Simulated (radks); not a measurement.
Lu2+, configuration [Xe] 4f14 6s1. Calculated with a radial shooting solver on a logarithmic mesh with Libxc functionals: Dirac Kohn-Sham, PBE, spin-unpolarised, spherical densities, point nucleus.

Spin-orbit splittings of the eigenvalues, e(l+1/2) - e(l-1/2), with zeta = 2 splitting/(2l+1) and mean radii in bohr:

shell,occ.,splitting (eV),zeta (eV),<r> j=l-1/2,<r> j=l+1/2
2p,6,1118,745.1,0.06740,0.07502
3p,6,238.4,158.9,0.2020,0.2162
3d,10,52.04,20.82,0.1898,0.1942
4p,6,54.22,36.15,0.4850,0.5177
4d,10,9.895,3.958,0.5410,0.5526
4f,14,1.526,0.4360,0.7116,0.7264
5p,6,7.007,4.671,1.305,1.412
